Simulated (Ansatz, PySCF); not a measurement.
This Ansatz (a quantum-chemistry and plane-wave program) input computes a CCSD(T)/cc-pVDZ energy:

Ansatz 0.2 input:
```yaml
crystal:
  periodic: [false, false, false]
  atoms:
    - {symbol: C, position_ang: [1.18568515, -0.00032916, -0.46617828]}
    - {symbol: C, position_ang: [0.18032070, -0.08185939, 0.39341782]}
    - {symbol: O, position_ang: [-1.18095614, 0.08485778, -0.01543692]}
    - {symbol: H, position_ang: [2.14850649, -0.15859626, 0.05200681]}
    - {symbol: H, position_ang: [0.15785057, -0.27079231, 1.47459053]}
    - {symbol: H, position_ang: [-1.05474301, 0.24365758, -0.96653919]}
basis:
  gaussian:
    orbitals: cc-pVDZ
total_charge: -1
magnetization: {spin_polarized: false}
correlation: {method: ccsd_t, electrons: outside_noble_gas}
```

**Question.** Write an input for the same energy in PySCF and say what it gives.

**Answer.** 
```python
from pyscf import gto, scf, mp, cc as ccmod

mol = gto.M(
    atom='''
    C     1.18568515   -0.00032916   -0.46617828
    C     0.18032070   -0.08185939    0.39341782
    O    -1.18095614    0.08485778   -0.01543692
    H     2.14850649   -0.15859626    0.05200681
    H     0.15785057   -0.27079231    1.47459053
    H    -1.05474301    0.24365758   -0.96653919
    ''',
    basis='cc-pvdz',
    charge=-1,
    spin=0,
    verbose=4,
)

mf = scf.RHF(mol)
mf.conv_tol = 1e-10
mf.max_cycle = 100
mf.kernel()
mp2 = mp.MP2(mf, frozen=3).run()
cc = ccmod.CCSD(mf, frozen=3)
cc.max_cycle = 100
cc.kernel()
et = cc.ccsd_t()
print(f'E(CCSD(T)) = {cc.e_tot + et:.9f}')
```
It gives -152.73602 Eh, and Ansatz -152.73601 Eh, a difference of 0.01 mEh.

It need not be the lowest isomer of its formula. Whether it binds its extra electron was not tested at this geometry.
